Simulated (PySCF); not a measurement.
SiHCl, SMILES [SiH]Cl (connectivity only; charge and spin as stated), neutral, multiplicity 1. Geometry optimised at r2SCAN-D4/def2-TZVP. The isomer is the one that the SMILES or the coordinates give; other isomers of the formula were not compared.

All values below come from r2SCAN-D4/def2-TZVP (PySCF).

Harmonic wavenumbers (cm⁻¹): 519, 816, 2000. Rotational constants (GHz): 224.6, 7.265, 7.038; symmetry number 1.

Problem. Work out the zero-point energy and the ideal-gas rigid-rotor harmonic-oscillator thermochemistry at 298.15 K and 1 atm.

Solution. ZPE = ½ Σ hcν = ½ × 3335 cm⁻¹ = 19.95 kJ/mol. H − E(el) = 30.61 kJ/mol. Entropy in J/(mol K): translation 160.72, rotation 87.30, vibration 3.38, total 251.40. G − E(el) = -44.34 kJ/mol. Cp = 40.98 J/(mol K).
